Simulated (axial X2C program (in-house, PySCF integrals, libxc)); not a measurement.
Spin–orbit effects down a group: molecules with Cs, CCSD

Calculated with an in-house relativistic program for diatomic molecules, spin-free (one-electron X2C) or two-component (2c: spin–orbit coupling with atomic mean-field Coulomb and Gaunt terms, which also bring small scalar terms), in Dyall basis sets with cores contracted in-house; open shells are unrestricted.

Basis sets: Cs dyall-cv3z, H dyall-v3z, Li dyall-cv3z, Na dyall-cv3z. Frozen shells (counts by l): CsH Cs 4s3p2d, H none, 10 electrons correlated; LiCs Cs 4s3p2d, Li 1s, 10 electrons correlated; NaCs Cs 4s3p2d, Na 2s1p, 10 electrons correlated. Coupled cluster in natural virtuals with an MP2 remainder. Where the outer core of a metal is frozen, bonds come out longer and ionisation energies lower.

```json
{"molecule": "CsH", "spin-free state": "M_S = 0, Λ = 0", "Re (Å)": "2.513", "ωe (cm⁻¹)": "884.5", "De (eV)": "1.77", "2c state": "Ω = 0", "Re 2c (Å)": "2.512", "ωe 2c (cm⁻¹)": "885.3", "De 2c (eV)": "1.77"}
{"molecule": "LiCs", "spin-free state": "M_S = 0, Λ = 0", "Re (Å)": "3.724", "ωe (cm⁻¹)": "184.0", "De (eV)": "0.68", "2c state": "Ω = 0", "Re 2c (Å)": "3.723", "ωe 2c (cm⁻¹)": "185.3", "De 2c (eV)": "0.68"}
{"molecule": "NaCs", "spin-free state": "M_S = 0, Λ = 0", "Re (Å)": "3.938", "ωe (cm⁻¹)": "97.0", "De (eV)": "0.56", "2c state": "Ω = 0", "Re 2c (Å)": "3.937", "ωe 2c (cm⁻¹)": "97.1", "De 2c (eV)": "0.56"}
```

Q: Work out the shifts from the spin-free to the two-component result.

A: 

```tsv
molecule	2c state	ΔRe (Å)	Δωe (cm⁻¹)	ΔDe (eV)
CsH	Ω = 0	-0.001	0.8	0.00
LiCs	Ω = 0	-0.001	noise	0.00
NaCs	Ω = 0	-0.001	0.1	0.00
```

Shifts of one unit in the last digit are rounding. Where the truncated virtual spaces of the two runs make Δωe unreliable it is marked noise.

Each entry is the lowest single determinant of a limited PBE0 search at one distance. De goes to single-determinant-based atoms at the same level (for ions the charge split of lowest energy) and is withheld (n/a) where an atom does not fit its ground term or J level. Main or longest-lived isotopes.
